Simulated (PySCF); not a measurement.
Dipole response of In⁺ (indium, charge +1)

[Kr] 4d9 5s2 5p1, one real determinant (an excited configuration). All numbers are calculated (PySCF 2.14, scalar relativity by spin-free X2C-1e, in x2c-QZVPPall with one added diffuse shell each of s, p, d, f type (14s10p8d5f1g, 128 functions)). Coupled (time-dependent) response in atomic units; α is the mean over directions.

```json
{"method": "PBE", "mean α (bohr³)": "27.90", "α xx, yy, zz": "25.94, 25.94, 31.82", "C₆ (like pair)": "222.0", "S(−4)": "261.2"}
```

S(−4) is the Cauchy moment in α(ω) = α(0) + S(−4) ω² + …

Spin-orbit coupling is absent.

α(iu) at PBE:

```tsv
u (hartree)	α(iu) (bohr³)
0	27.90
0.0500	27.26
0.100	25.56
0.200	20.69
0.300	16.08
0.500	10.07
0.750	6.457
1.00	4.649
1.50	2.903
2.00	2.048
3.00	1.201
5.00	0.5618
```

For an ion, C₆ is the dispersion term alone; charge-induced terms of lower order in 1/R come first.

The components differ because the open shell of this determinant is not spherical; for a pure term their mean is the scalar polarisability.

⟨L²⟩ = 8.01 against 12 for a pure F term, so this real determinant mixes terms.
